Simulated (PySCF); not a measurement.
CH5GaO3, SMILES [OH][Ga]([O]C)[OH].

Geometry optimised at PBE0-D3(BJ)/def2-SVP. The structure was generated by enumeration; whether it is a known compound was not checked. One conformer was computed; it need not be the lowest.

Two levels are set side by side: TDA-PBE/def2-SVPD (PySCF) and TDA-B3LYP/def2-SVPD (PySCF). Vertical, same geometry. The lowest singlet is HOMO→LUMO 100 % with PBE and HOMO→LUMO 98 % with the other functional; states are paired by order. Differences are taken from unrounded values.

```
quantity                               TDA-B3LYP  TDA-PBE  TDA-PBE minus TDA-B3LYP
-------------------------------------  ---------  -------  -----------------------
lowest singlet excitation (eV)              5.30     4.58                    -0.72
lowest triplet excitation (TDA) (eV)        5.04     4.36                    -0.68
first bright state (f over 0.05) (eV)       6.95     6.25                    -0.70
its oscillator strength                     0.09     0.07                    -0.02
```

A lower first singlet is the usual sign of a functional without exact exchange. Differences between two approximate levels are no errors against the true value.

Rough cost on one machine, each run with all the roots and properties that it gave: TDA-B3LYP against TDA-PBE about 2 times.
